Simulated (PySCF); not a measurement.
C₄H₅NSi.

```xyz
11

C      2.6204    -0.3206    -0.7779
C      1.5366    -0.2594    -0.2278
Si    -0.0995    -0.1565     0.5987
N     -0.8211    -1.7238     0.5535
C     -1.0545     1.1696    -0.2598
C     -1.7135     2.0300    -0.8159
H      3.5787    -0.3747    -1.2617
H      0.0439     0.2421     2.0216
H     -0.8743    -2.2171    -0.3334
H     -1.6502    -1.9004     1.1137
H     -2.2910     2.7911    -1.3084
```

Coordinates come from a B3LYP-D3(BJ)/def2-SVP optimisation. This is a generated structure with no PubChem entry under its InChIKey; it may be hypothetical. Other conformers were not sampled.

Calculation: PySCF with PBE/pcSseg-1. Non-relativistic, no solvent.

Computed absolute GIAO shielding of each atom: isotropic value and principal components (ppm):
```json
[
 {"atom": "C1", "σ(iso)": "82.8", "σ11": "-4.0", "σ22": "5.7", "σ33": "246.5", "span": "250.5"},
 {"atom": "C2", "σ(iso)": "95.4", "σ11": "-5.0", "σ22": "4.6", "σ33": "286.7", "span": "291.6"},
 {"atom": "Si3", "σ(iso)": "408.6", "σ11": "378.8", "σ22": "388.7", "σ33": "458.1", "span": "79.3"},
 {"atom": "N4", "σ(iso)": "240.3", "σ11": "212.7", "σ22": "251.4", "σ33": "256.7", "span": "44.0"},
 {"atom": "C5", "σ(iso)": "91.3", "σ11": "-11.0", "σ22": "-2.2", "σ33": "287.1", "span": "298.1"},
 {"atom": "C6", "σ(iso)": "83.7", "σ11": "3.6", "σ22": "10.5", "σ33": "237.1", "span": "233.5"},
 {"atom": "H7", "σ(iso)": "29.1", "σ11": "24.3", "σ22": "24.4", "σ33": "38.6", "span": "14.3"},
 {"atom": "H8", "σ(iso)": "26.3", "σ11": "23.4", "σ22": "24.3", "σ33": "31.1", "span": "7.7"},
 {"atom": "H9", "σ(iso)": "30.7", "σ11": "24.3", "σ22": "27.4", "σ33": "40.4", "span": "16.1"},
 {"atom": "H10", "σ(iso)": "30.8", "σ11": "24.2", "σ22": "26.5", "σ33": "41.6", "span": "17.3"},
 {"atom": "H11", "σ(iso)": "29.0", "σ11": "24.4", "σ22": "24.6", "σ33": "38.0", "span": "13.6"}
]
```
